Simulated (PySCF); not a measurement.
From a computed spectrum to the compound

A species of 7 atoms with charge -1 has these harmonic modes (PBE0, small Gaussian bases with core potentials, PySCF 2.14.0):

| cm⁻¹ | km/mol | symmetry |
| --- | --- | --- |
| 49 | 24.7 | a |
| 52 | 9.2 | e |
| 52 | 9.2 | e |
| 117 | 46.7 | a |
| 139 | 0.0 | e |
| 139 | 0.0 | e |
| 218 | 0.0 | a |
| 234 | 46.3 | e |
| 234 | 46.3 | e |
| 352 | 0.0 | a |
| 392 | 17.6 | e |
| 392 | 17.6 | e |
| 2688 | 0.0 | a |
| 2689 | 31.7 | e |
| 2689 | 31.7 | e |

Question: Which species is it, and in which structure?

Answer: [Yb(SH)3]− (singlet in the valence; each metal's 4f electrons, 14 of them, lie in its core potential, out of spins and levels):
```xyz
7

Yb    0.0000    0.0000   -0.0025
S     2.7303    0.5195    0.0039
H     3.0442   -0.7975    0.0203
S    -1.8150    2.1048    0.0039
H    -0.8314    3.0351    0.0203
S    -0.9153   -2.6242    0.0039
H    -2.2128   -2.2376    0.0203
```
Ideal gas at 298.15 K and 1 bar: S = 429.0 J/(mol K), Cp = 123.8 J/(mol K), H − H(0 K) = 28.5 kJ/mol (rigid rotor, harmonic modes, spin degeneracy alone, that of the 4f electrons in the core included; the modes under 60 cm⁻¹ make these uncertain). An lcecp potential fixes the number of 4f electrons, so in runs with it no electron can move into or out of that shell.
 The answer isn't unique; the calculation gave this one.
